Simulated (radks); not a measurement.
Values are calculated unless marked as measured or tabulated.
Spherical jellium clusters: N electrons in a uniform positive sphere of charge N and radius rs N^(1/3), rs = 5.95 bohr. Level of theory: non-relativistic Kohn-Sham, LDA (Slater exchange, Perdew-Wang correlation), spin-polarised, spherical densities (a radial shooting solver with Libxc functionals). Levels are named by radial order and angular momentum (1s, 1p, 1d, 2s, ...), and open shells are averaged over m.

N = 6, configuration 1s2 1p(up 3, down 1). This is the lowest configuration that the search found. Occupied and some empty levels:

level,occupation,eigenvalue (eV),<r> (bohr)
1s up,1,-3.0016,7.269
1s down,1,-2.7415,7.311
1p up,3,-2.3349,8.559
1p down,1,-2.0820,8.733
1d up,0,-1.4858,9.772
1d down,0,-1.2670,10.05
2s up,0,-1.0770,9.510
2s down,0,-0.93989,9.827
1f up,0,-0.55809,11.29
1f down,0,-0.39335,11.79

Energy (eV): total -9.74712, kinetic 5.4209, external -108.03, Hartree 53.909, exchange-correlation -15.407, background 54.363.

Electron density:

r (bohr),n(r) (e/bohr^3)
0.775,0.0008683
1.64,0.0009515
2.50,0.001080
3.36,0.001233
4.23,0.001377
5.09,0.001478
5.95,0.001499
6.81,0.001419
7.68,0.001239
8.54,0.0009892
9.40,0.0007169
10.3,0.0004702
11.1,0.0002830
12.0,0.0001588
12.8,0.00008453
13.7,0.00004291
14.6,0.00002130
15.4,0.00001033
16.3,4.890e-06
17.2,2.306e-06
